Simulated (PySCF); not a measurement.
C₂H₆ClFSi.

```xyz
11

F     -1.1005    -1.3613     0.3877
C     -0.9710    -0.2699    -0.4172
Cl    -1.1322     1.2224     0.5986
C      0.3607    -0.3016    -1.1337
Si     1.9159    -0.2457    -0.0281
H     -1.8319    -0.2482    -1.1019
H      0.4067     0.5373    -1.8466
H      0.3908    -1.2305    -1.7296
H      1.7873    -1.1845     1.1187
H      3.0676    -0.6675    -0.8783
H      2.1700     1.1325     0.4702
```
Charge 0, spin multiplicity 1.

The structure is a stationary point at B3LYP-D3(BJ)/def2-SVP. The structure was generated by enumeration; whether it is a known compound was not checked. One conformer was computed; it need not be the lowest.

Calculation: PBE/pcSseg-1 in PySCF. Non-relativistic, no solvent.

Computed absolute GIAO shielding of each atom: isotropic value and principal components (ppm):
```csv
atom,σ(iso),σ11,σ22,σ33,span
F1,288.1,213.9,278.3,372.0,158.1
C2,62.9,24.5,68.2,96.1,71.6
Cl3,639.3,331.1,583.8,1003.0,671.8
C4,155.2,135.9,145.2,184.5,48.6
Si5,415.8,397.0,402.1,448.4,51.3
H6,24.4,21.6,23.5,28.0,6.5
H7,29.7,26.2,28.2,34.8,8.7
H8,29.6,24.9,27.9,36.0,11.1
H9,27.1,23.5,26.0,31.6,8.1
H10,27.5,24.4,25.3,32.8,8.4
H11,27.0,23.2,26.1,31.5,8.3
```
